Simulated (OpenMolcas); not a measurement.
# Ta3+: effect of the metal basis

Ta3+ with its 6 nearest fluoride ions at 1.998 Å, on the Ga site of K2NaGaF6 (a = 8.246 Å, distance in the model lattice 1.938 Å). The rest of the host is ab initio model potentials to 7.6 Å and point charges beyond; the distance is set by hand and nothing relaxes.

- Program: OpenMolcas
- Method: CASSCF
- Spin-orbit coupling: RASSI with atomic mean-field integrals over the reference wave functions

Fixed: ligand basis ANO-RCC-VDZP, active space 2 electrons in 5 orbitals (5d), DKH2 Hamiltonian.

States (labels of O, the rotations of Oh). Energies in cm-1 above the lowest state or level, χT in cm3 K/mol; under a threefold ground state the first gap can be a small split of the lowest multiplet, not the spin-orbit step; 10Dq and B are least-squares fits to the states below 45000 cm-1, weighted by degeneracy, with a free offset, and given where the rms deviation is under 5 % of |10Dq| (or 100 cm-1) and under 700 cm-1.

```csv
Run,Metal basis,Ground state,First state of that spin,10Dq,B (rms of fit),First gap with spin-orbit (degeneracies),χT at 300 K,First state of another spin,Cost
A,ANO-RCC-VDZP,3T1,3T2 37037,,,"174.0 (2, 3)",0.180,1E 9159,roughly 28 core-seconds
B,ANO-RCC-VTZP,3T1,3T2 36225,37837,661 (72),"168.7 (2, 3)",0.183,1E 9278,roughly 50 core-seconds
```

Against A, the first state of the same spin changes by -2.2 % in B.

Costs are those of the RASSCF and RASSI steps.

An orbital triplet at a regular site is open to Jahn-Teller coupling, which can distort the site and quench the lowest spin-orbit gaps and is left out. Without dynamic correlation the repulsion within the d shell is too large (B by tens of per cent), so at a given field states of lower spin stand too high. With metal d orbitals alone the field can be off either way by tens of per cent. Ligand-to-metal charge-transfer states are missing. With no ligand orbital active B as a rule stays too high, so bands that hang on it stand too high and its fall with covalency is understated. The least metal-like active orbital is 78 % on the metal (Löwdin) and no ligand orbital is active, so the numbers are rough (holds for A). The least metal-like active orbital is 79 % on the metal (Löwdin) and no ligand orbital is active, so the numbers are rough (holds for B). No measured value stands beside these numbers; the geometry was set by hand and not optimised.
